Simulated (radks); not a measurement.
Values are calculated unless marked as measured or tabulated.
Species: the terbium ion Tb49+. Configuration: [Ne] 3s2 3p4.

Code: a radial shooting solver on a logarithmic mesh with Libxc functionals. Model: Dirac Kohn-Sham, PBE, spin-unpolarised, spherical densities, point nucleus; open shells are shared between the two j in proportion to 2j + 1.

Energy parts (hartree):
part                       energy
total                  -9379.6772
kinetic                10439.3071
electron-nucleus      -20779.7339
Hartree                 1102.6946
exchange-correlation    -141.9451

Orbitals (lengths in bohr, moments of r in powers of bohr):
orbital,occ.,eigenvalue (hartree),<r>,small-component weight
1s1/2,2,-2027.765,0.02150,5.88e-02
2s1/2,2,-434.6474,0.08991,1.33e-02
2p1/2,2,-420.3604,0.07498,1.33e-02
2p3/2,4,-392.2994,0.08167,1.23e-02
3s1/2,2,-170.7475,0.2193,5.07e-03
3p1/2,1.33333,-165.4433,0.2071,5.00e-03
3p3/2,2.66667,-158.2770,0.2172,4.76e-03
3d3/2,0,-150.8294,0.1872,4.59e-03
3d5/2,0,-149.1160,0.1904,4.52e-03
4s1/2,0,-89.90777,0.4117,2.58e-03

The highest occupied level is 3p3/2 at -4306.9 eV. Summed over all electrons, <r^2> = 0.3882 bohr^2, which gives a Langevin (diamagnetic) susceptibility term of -0.307 x 10^-6 cm^3/mol. The density falls to 0.001 e/bohr^3 at r = 0.65 bohr. For comparison, the ionisation energy in NIST's Atomic Spectra Database is 4355 eV (theoretical). In exact Kohn-Sham theory the highest level is minus the ionisation energy, but local and semilocal functionals leave it too shallow, through self-interaction and a potential that decays too fast; potentials with the right tail come closer.

Beside tabulated values, note that spin-unpolarised runs miss the spin-polarisation part of the exchange energy of open shells.
